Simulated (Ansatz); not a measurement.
The cluster Si3Au2⁻, relaxed as a doublet with UKS r2SCAN-D4/def2-SVPD in Ansatz, starting from the GFN1-xTB geometry. Force threshold 0.02 eV/Å.

In the def2 sets Au takes a core potential; there is no spin–orbit coupling. Another isomer (doublet) lies 0.08 eV lower at PBE0-D4/def2-TZVPD; other spin states weren't run for this one.

Start:

```xyz
5

Au    1.222    0.555   -1.810
Au    1.046    1.964    0.438
Si   -0.586    0.306    1.174
Si   -1.223   -1.887    1.062
Si   -0.458   -0.939   -0.864
```

**Question.** Estimate the energy that the relaxation releases and the steps that it takes.

**Answer.** 8.8 kcal/mol, in 20 steps; 66 s on 4 threads of Intel Xeon 6975P-C on a shared host. The force fell under the threshold at step 8, but the optimiser went on and released 0.270 eV more. No frequencies were taken in this run, so the end may be a saddle point.

**Question.** Does the start keep its bonding?

**Answer.** Bonds formed: Au2–Si5 (atoms count from 1).

**Question.** Predict the relaxed structure.

**Answer.** 
```
atom    x (Å)    y (Å)    z (Å)
 Au1   0.7837   0.5186  -2.4183
 Au2   0.9747   1.4159   0.5186
 Si3  -0.8232   0.3771   1.7287
 Si4  -1.3752  -1.5537   0.6432
 Si5   0.4399  -0.7579  -0.4722
```
Bond lengths (bridged metal pairs left out): 3 × Au–Si 2.35 to 2.45 Å; 2 × Si–Si 2.27 to 2.28 Å; 1 × Au–Au 3.08 Å.
